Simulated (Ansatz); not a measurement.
Reactions of C₂H₇BrSi (`[SiH3]CCBr`).

Program: Ansatz. Geometries: PBE0-D4/def2-TZVP. ΔE: electronic, gas phase. CBS: MP2 limit from def2 TZ/QZ plus the TZ coupled-cluster correction, frozen cores. This one scheme is used for every species, atoms too. Double bonds are as drawn, so ΔE can hold a change between cis and trans. DFT in def2-TZVPP. No spin–orbit coupling; open shells (•) take unrestricted orbitals. Spin–orbit coupling would lower the free atoms: a little for C, Si; clearly for Br. def2 core potentials past Kr. For Br, Sn outer-core shells are correlated without core-valence functions, so the limit isn't a true one: a few kJ/mol of doubt a bond, and 10 to 20 or more in all where bonds break to atoms. Scalar relativity is left out up to krypton. One conformer a species, not always the lowest.

| reaction | ωB97M-V (kJ/mol) | CCSD(T)/CBS(def2) (kJ/mol) |
| --- | --- | --- |
| `[SiH3]CCBr` + HBr → `BrCBr` + `C[SiH3]` | 27 | 28 |
| `[SiH3]CCBr` + `N=[CH][SnH3]` → `[SiH3]/N=[CH]\[SnH3]` + `CCBr` | -41 | -42 |
| `[SiH3]CCBr` → `CCBr` + `[SiH2]` | 223 | 227 |
| `[SiH3]CCBr` + CH₃NH₂ → `CN[SiH3]` + `CCBr` | -53 | -52 |
| `[SiH3]CCBr` + `[NH2][Al]([OH])[SH]` → `[NH2][Al]([SH])[O][SiH3]` + `CCBr` | -120 | -121 |
| `[SiH3]CCBr` → Br• + 2 C• + 7 H• + Si• | 3721 | 3728 |
| `[SiH3]CCBr` + `[OH][SnH3]` → `[SiH3]C[O][SnH3]` + `CBr` | 68 | 71 |
| `[SiH3]CCBr` + HBr → `BrCCBr` + SiH₄ | 43 | 41 |
| `[SiH3]CCBr` + `N=CS` → `[SiH3]/N=C\S` + `CCBr` | -44 | -46 |
| `[SiH3]CCBr` + H₂ → `CCBr` + SiH₄ | -30 | -29 |

Largest T1 diagnostic: 0.015, for `[SiH3]/N=C\S`.
